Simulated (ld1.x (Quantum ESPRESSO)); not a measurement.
Before and after: TM potential for Rb (Z = 37)

ld1.x (Quantum ESPRESSO) 7.5 input, shortened:

```
&input
   title='Rb', zed=37., rel=1, dft='PZ', iswitch=3,
   config='[Kr] 4d-2 5s1 5p0'
 /
 &inputp
   pseudotype=2, tm=.true., lloc=2,
   nlcc=.false.
 /
3
4S  1  0   2.00   0.00  2.40  2.40  0.0
4P  2  1   6.00   0.00  2.35  2.35  0.0
4D  3  2  -2.00  -0.05  1.85  1.85  0.0
 &test
   configts(1)='4s2 4p6 5s1 5p0'
 /
```

Occupied shells without a wave of their own: 5s. They enter only through the test configuration that unscreens the potential.

All-electron outer shells of the reference configuration (LDA (PZ), scalar-relativistic, ld1.x):

```tsv
shell	level (eV)	outermost node (bohr)	outermost maximum (bohr)
3d	-104.21	–	0.39
4s	-31.97	0.62	1.25
4p	-16.03	0.64	1.42
5s	-2.37	1.79	4.22
5p	-0.79	2.20	6.14
```

Change: core [Ar] 3d10 4s2, valence charge 7; reference 4p6 4d0 5s0 5p0; waves now 4p (bound): rc 2.45 bohr; 4d (bound): rc 2.70 bohr; 5s (bound): rc 1.50 bohr; local potential the s channel.

Cutoffs: the cutoffs (Ry, on a coarse ladder) from which the occupation-weighted sum of valence levels, in a spherical-Bessel basis at the reference potential, stays within 10 and 1 mRy of its value at 400 Ry; they do not see the model core or the augmentation charge, which bear on the density cutoff. Errors are all-electron minus pseudo energies relative to the spin-unpolarised reference configuration.

Problem. What does the change do?

Solution. The potential gets softer (15 Ry and 30 Ry → 15 Ry and 25 Ry); a bound ghost appears in p, s, which as a rule spoils a file; the number of tests that count goes from 7 to 2. The shells moved into the core no longer need plane waves of their own. Several settings change at once here, so the effects cannot be laid on one of them.

| quantity | base | changed |
| --- | --- | --- |
| cutoff, loose | 15 Ry | 15 Ry |
| cutoff, tight | 30 Ry | 25 Ry |
| bound ghosts | none | p, s (extra level of the local part) |
| largest miss of a reference level, eV | 0.06 | 0.00 |
| tests counted (converged, no solver errors) | 7 of 7 | 2 of 8 |

Changed file: Tests not counted: 4p6 4d0 5s1 5p0 (solver errors, printed error -1.9 eV); 4p6 4d0 5s0.5 5p0 (solver errors, printed error -472 meV); 4p6 4d0.5 5s0.5 5p0 (solver errors, printed error -961 meV); 4p5 4d0 5s1 5p0 (solver errors, printed error -2.6 eV); 4p6 4d0 5s1 5p0 (spin-polarised) (solver errors, printed error -1.9 eV); 4p6 4d0 5s0.5 5p0 (spin-polarised) (solver errors, printed error -446 meV). The 5s radius (1.50 bohr) lies inside the outermost node of the all-electron wave (1.76 bohr), which a nodeless pseudo-wave cannot match soundly. A true bound ghost makes a file unfit for plane-wave use even where its test errors are small: the radial tests pick states by their node count and pass the ghost by. Where a test does run into it, the solver fails or the error is huge.
